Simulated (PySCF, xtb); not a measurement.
C3H6FNSi, SMILES F[C@H]1C[SiH2]C=N1. Other conformers were not sampled.

Harmonic wavenumbers (cm⁻¹) from GFN2-xTB run with xtb 6.7.1 at its own minimum, in rising order: 78, 266, 367, 416, 449, 492, 572, 602, 620, 747, 759, 776, 795, 842, 914, 1022, 1047, 1122, 1203, 1226, 1259, 1288, 1462, 1691, 2275, 2304, 2873, 2995, 3025, 3046.

What does PySCF with PBE0-D3(BJ)/def2-SVP give at its own minimum? (Estimate from the structure and the level; the computed values follow.)

109, 282, 389, 419, 498, 570, 609, 659, 683, 750, 796, 863, 884, 940, 955, 1063, 1108, 1159, 1196, 1301, 1338, 1376, 1421, 1708, 2229, 2245, 3046, 3092, 3137, 3174. Paired by order, the mean absolute difference is 59 cm⁻¹ and the zero-point energies are 52.2 and 54.3 kcal/mol.
